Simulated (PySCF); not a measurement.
UHF on C⁺ (carbon, charge +1)

Configuration: [He] 2s2 3d1, 2D determinant (an excited configuration). Computed with PySCF 2.14 in aug-cc-pVQZ (6s5p4d3f2g, 80 functions), with no relativity, point nucleus.

* Total energy: -36.626721 hartree
* One-electron energy: -45.3948 hartree
* Hartree (Coulomb) energy: 13.1976 hartree
* Exchange energy: -4.4295 hartree
* Kinetic energy: 36.70651 hartree
* ⟨S²⟩: 0.7501
* ⟨L²⟩: 6.000
* Sum of ⟨r⟩: 7.517 bohr
* Sum of ⟨r²⟩: 24.39 bohr²
* Traceless quadrupole moment −½Σ⟨3z² − r²⟩ along its main axis: 5.61 e·bohr²
* Density at the nucleus (Gaussians lack the cusp): 127 bohr⁻³
* Spin density at the nucleus: -0.0364 bohr⁻³
* Langevin diamagnetic susceptibility: -19.3 ×10⁻⁶ cm³/mol

```tsv
shell	electrons	mean orbital energy (hartree)	rms radius, mean of both spins (bohr)
1s β	1	-12.38823	0.310
1s α	1	-12.38764	0.310
2s α	1	-1.43388	1.50
2s β	1	-1.43020	1.50
3d α	1	-0.21866	4.44
```

The outer electron is Rydberg-like, and this basis confines it to a smaller radius and binds it less than a complete one would.

Spin-orbit constants ζ (cm⁻¹) from the X2C one-electron operator on these orbitals (non-relativistic here): bare nucleus, nucleus screened by l(l+1)(2l+1)/3 electrons, and screened by the Breit-Pauli mean field of the electrons.

```csv
shell,bare,screened nucleus,mean field
3d,1.208,0.4026,0.3457
```

To first order the Landé constant is A = 0.3457 cm⁻¹, so the lowest level has J = 3/2 and lies 6.43e-05 eV below the centre of the term.
